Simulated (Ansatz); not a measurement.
`C=C[SiH](O)[SiH](O)O`, relaxed with RKS PBE0-D4/def2-TZVP in the Gaussian-basis code of Ansatz from a GFN2-xTB geometry. The force threshold is 0.005 eV/Å; the program also tests the step.

Total charge 0; spin multiplicity 1.

Start:

```xyz
15

C    -1.900    1.137    1.132
C    -1.541   -0.136    1.196
Si    0.116   -0.807    0.582
O    -0.091   -2.315   -0.038
Si    0.978    0.321   -1.204
O     2.448   -0.231   -1.672
O     1.264    1.823   -0.653
H    -1.244    1.880    0.708
H    -2.851    1.498    1.496
H    -2.243   -0.842    1.631
H     0.947   -0.952    1.801
H    -0.554   -2.996    0.443
H     0.167    0.414   -2.432
H     2.556   -1.141   -1.926
H     1.948    2.347   -1.063
```

Problem. How much energy does the relaxation release, and in how many steps? (An estimate is asked.)

Solution. The calculation gave: 0.17 eV, in 13 steps, 1 of them rejected.

Problem. Which bonds change most? (Estimate.)

Solution. Ansatz gave: Si3–Si5 from 2.281 to 2.347 Å; C2–Si3 from 1.890 to 1.862 Å; Si5–H13 from 1.474 to 1.496 Å; Si3–O4 from 1.644 to 1.662 Å.

Problem. Give the relaxed structure. (Best estimate.)

Solution. Computed: 
```xyz
15

C    -1.839    1.175    1.037
C    -1.547   -0.109    1.229
Si    0.014   -0.912    0.610
O    -0.287   -2.386   -0.099
Si    1.036    0.323   -1.105
O     2.528   -0.267   -1.497
O     1.234    1.852   -0.535
H    -1.177    1.838    0.485
H    -2.744    1.627    1.435
H    -2.255   -0.713    1.798
H     0.933   -1.122    1.770
H    -0.388   -3.143    0.479
H     0.209    0.318   -2.352
H     2.561   -0.949   -2.169
H     1.722    2.468   -1.086
```
